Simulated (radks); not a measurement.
Trend from Rb+ to Xe+: ionisation energy by Delta-SCF between NIST ground configurations, and size. All-electron calculation, scalar-relativistic Kohn-Sham, BLYP, spin-polarised, spherical densities, finite nucleus; open shells are filled with parallel spins first (spin-orbit coupling, left out, can overturn this in heavy ions); Fermi nuclear charge, rms radius of each element as measured or else 0.836 A^(1/3) + 0.57 fm. Program: a radial shooting solver on a logarithmic mesh with Libxc functionals.

species,configuration,configuration of the ion,IE (eV),NIST (eV),kind,-e(HOMO) (eV),outermost,<r> outermost (bohr),r at 0.001 e/bohr^3 (bohr)
Rb+,[Kr],[Ar] 3d10 4s2 4p5,27.197,27.290,exp.,21.476 (4p),4p,1.72,3.65
Sr+,[Kr] 5s1,[Kr],11.253,11.030,exp.,8.615 (5s),5s,3.85,4.46
Zr+,[Kr] 4d2 5s1,[Kr] 4d2,13.398,13.130,exp.,10.374 (4d),5s,3.36,4.45
Nb+,[Kr] 4d4,[Kr] 4d3,14.671,14.320,semi-emp.,9.894 (4d),4d,2.04,4.05
Mo+,[Kr] 4d5,[Kr] 4d4,16.245,16.2,semi-emp.,11.132 (4d),4d,1.87,3.96
Tc+,[Kr] 4d5 5s1,[Kr] 4d5,15.438,15.260,semi-emp.,11.952 (5s),5s,2.97,4.17
Ru+,[Kr] 4d7,[Kr] 4d6,16.763,16.8,semi-emp.,11.415 (4d),4d,1.68,3.84
Rh+,[Kr] 4d8,[Kr] 4d7,18.500,18.080,semi-emp.,12.835 (4d),4d,1.57,3.76
Pd+,[Kr] 4d9,[Kr] 4d8,20.198,19.4,semi-emp.,14.223 (4d),4d,1.47,3.69
Ag+,[Kr] 4d10,[Kr] 4d9,21.861,21.484,exp.,15.584 (4d),4d,1.39,3.61
Cd+,[Kr] 4d10 5s1,[Kr] 4d10,17.469,16.908,exp.,13.472 (5s),5s,2.64,3.86
In+,[Kr] 4d10 5s2,[Kr] 4d10 5s1,19.116,18.870,exp.,14.954 (5s),5s,2.49,4.00
Sn+,[Kr] 4d10 5s2 5p1,[Kr] 4d10 5s2,14.133,14.633,exp.,10.488 (5p),5p,2.90,4.22
Sb+,[Kr] 4d10 5s2 5p2,[Kr] 4d10 5s2 5p1,16.332,16.63,exp.,12.371 (5p),5p,2.66,4.27
Te+,[Kr] 4d10 5s2 5p3,[Kr] 4d10 5s2 5p2,18.442,18.6,exp.,14.196 (5p),5p,2.47,4.23
I+,[Kr] 4d10 5s2 5p4,[Kr] 4d10 5s2 5p3,18.721,19.131,exp.,14.469 (5p),5p,2.35,4.20
Xe+,[Kr] 4d10 5s2 5p5,[Kr] 4d10 5s2 5p4,21.008,20.975,semi-emp.,16.483 (5p),5p,2.20,4.13

Reference values: NIST Atomic Spectra Database (exp. = measured, semi-emp. = semi-empirical, theory = theoretical value adopted there). Open shells are spherical and high-spin; term and fine-structure splittings are not resolved. Spin-orbit splitting is averaged out at the scalar-relativistic level.
